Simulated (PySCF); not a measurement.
## What builds the first ionisation energy along the 3d series

Calculated with PySCF 2.14 from differences of total energies of unrestricted determinants, without spin-orbit coupling. Each column adds one step, in eV (sums use unrounded values): valence MP2, valence CCSD, valence triples, then the next inner shell at CCSD(T) (Sc 3s 3p, Ti 3s 3p, V 3s 3p, Cr 3s 3p). References (NIST) marked * lie between the lowest fine-structure levels; the others compare directly ((s) semi-empirical, (t) theoretical).

| element | UHF | + MP2 | + CCSD | + (T) | + inner shell | sum | reference |
| --- | --- | --- | --- | --- | --- | --- | --- |
| Sc [Ar] 3d1 4s2 → [Ar] 3d1 4s1 (def2-QZVPPD, non-relativistic) | 5.360 | 0.718 | 0.243 | 0.031 | 0.148 | 6.501 | 6.562 |
| Ti [Ar] 3d2 4s2 → [Ar] 3d2 4s1 (def2-QZVPPD, non-relativistic) | 5.524 | 0.813 | 0.240 | 0.049 | 0.124 | 6.750 | 6.828 |
| V [Ar] 3d3 4s2 → [Ar] 3d4 (def2-QZVPPD, non-relativistic) | 5.922 | 0.380 | 0.220 | 0.049 | -0.040 | 6.531 | 6.732 |
| Cr [Ar] 3d5 4s1 → [Ar] 3d5 (def2-QZVPPD, non-relativistic) | 5.906 | 0.483 | 0.025 | 0.037 | 0.183 | 6.634 | 6.767 |

What remains against the references is mostly basis incompleteness.

These are valence bases, so the inner-shell step is incomplete.
